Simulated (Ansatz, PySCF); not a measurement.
This Ansatz (a first-principles code) input computes a PBE0/def2-TZVPD energy:

Ansatz 0.2 input:
```yaml
crystal:
  periodic: [false, false, false]
  atoms:
    - {symbol: Si, position_ang: [-1.22642449, 0.14488433, -0.11447242]}
    - {symbol: Si, position_ang: [1.04615776, -0.03891288, 0.09637614]}
    - {symbol: H, position_ang: [-1.33252775, -1.34769541, 0.16846289]}
    - {symbol: H, position_ang: [1.88994139, -1.26355740, 0.04016098]}
    - {symbol: H, position_ang: [1.96632046, 1.12765250, 0.04472403]}
basis:
  gaussian:
    orbitals: def2-TZVPD
hamiltonian:
  xc: {name: PBE0}
magnetization: {spin_polarized: true, initial_magnetization: 1}
output: {forces: true}
```

**Question.** Write an input for the same energy in PySCF and say what it gives.

**Answer.** 
```python
from pyscf import gto, scf, dft

mol = gto.M(
    atom='''
    Si   -1.22642449    0.14488433   -0.11447242
    Si    1.04615776   -0.03891288    0.09637614
    H    -1.33252775   -1.34769541    0.16846289
    H     1.88994139   -1.26355740    0.04016098
    H     1.96632046    1.12765250    0.04472403
    ''',
    basis='def2-tzvpd',
    charge=0,
    spin=1,
    verbose=4,
)

mf = dft.UKS(mol, xc='pbe0').density_fit(auxbasis='def2-universal-jkfit')
mf.grids.level = 3
mf.conv_tol = 1e-9
mf.max_cycle = 100
mf.max_memory = 1500
mf.kernel()
if not mf.converged:
    mf = mf.newton()
    mf.kernel(mf.make_rdm1())
for _ in range(2):
    mo, _, stable, _ = mf.stability(return_status=True)
    if stable:
        break
    mf.kernel(mf.make_rdm1(mo, mf.mo_occ))
mf.analyze()
```
It gives -580.45395 Eh, and Ansatz -580.45389 Eh, a difference of 0.06 mEh, from the treatment of integrals and grids.

It need not be the lowest isomer of its formula.
